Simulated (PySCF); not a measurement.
# Gas-phase thermal properties of Te(CH₃)₂

Computed with PySCF (xtb for GFN2) and rigid-rotor harmonic-oscillator thermochemistry at 1 bar. All species are closed-shell singlets. Te: scalar-relativistic def2 core potential, no spin-orbit coupling. The harmonic model lacks anharmonicity and excited electronic states, which grow with temperature; levels with a mode under 35 cm⁻¹ are left out. Soft modes under 120 cm⁻¹ make the harmonic entropy rough for Te(CH₃)₂.

```tsv
level	point group	σ	ZPE (kJ/mol)	S°298 (J/mol/K)	Cp298 (J/mol/K)	S°1000 (J/mol/K)	H1000 − H298 (kJ/mol)
GFN2-xTB	C2v	2	189.6	316.6	79.5	454.3	84.9
PBE/def2-SVP	C2v	2	185.4	317.7	82.1	458.9	86.9
PBE0/def2-TZVP	C2v	2	191.9	314.4	79.5	452.3	85.0
```
σ: rotational symmetry number. Electronic degeneracy used: 1. Frequencies are unscaled.
